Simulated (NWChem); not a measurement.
C$_{3}$H$_{8}$N$_{2}$Si; SMILES C1C([Si@H](N)N1)=C

```xyz
14

C      1.3816     1.9237    -0.0462
C      0.3879     1.0405     0.0345
C     -1.1024     1.2275    -0.2362
N     -1.4898    -0.1695    -0.0549
Si     0.0606    -0.7806     0.4236
N      0.7135    -2.0827    -0.4792
H      2.4161     1.6398     0.1728
H      1.2142     2.9697    -0.3334
H     -1.5679     1.9244     0.4896
H     -1.3100     1.6209    -1.2519
H     -2.4542    -0.4679    -0.0821
H      0.2779    -1.2215     1.8393
H      0.7636    -2.0934    -1.4903
H      1.2443    -2.8284    -0.0487
```
Atoms are numbered in this order, from 1.

Results from NWChem. Medium grid unless said otherwise, to which SCAN and Minnesota functionals are sensitive. Structure relaxed at the PBE0/def2-SVP level. Hybrids' shares of exact exchange are those that their runs print; pure functionals count as 0. The functionals differ in more than this share.

```
row              share of exact exchange  orbital gap (eV)
---------------  -----------------------  ----------------
PBE/def2-SVP                        0.00              4.12
TPSSh/def2-SVP                      0.10              5.32
B3LYP/def2-SVP                      0.20              6.05
PBE0/def2-SVP                       0.25              6.47
M06-2X/def2-SVP                     0.54          withheld
```

Problem. Fit a straight line of the last column on the one before it, predict the withheld value, and compare with the run.

Solution. 
1. Means of the 4 shown rows: x = 0.138, y = 5.490. Slope Σ(x − x̄)(y − ȳ)/Σ(x − x̄)² = 0.3400/0.03688 = 9.220; intercept 4.222.
2. The shown rows scatter about the line by 0.106 (root mean square); the largest residual is +0.18, at TPSSh/def2-SVP.
3. At x = 0.54 (M06-2X/def2-SVP; beyond the shown range) the line gives 9.20.
4. The run gives 8.72, -0.48 from the line, 4.5 times the scatter.
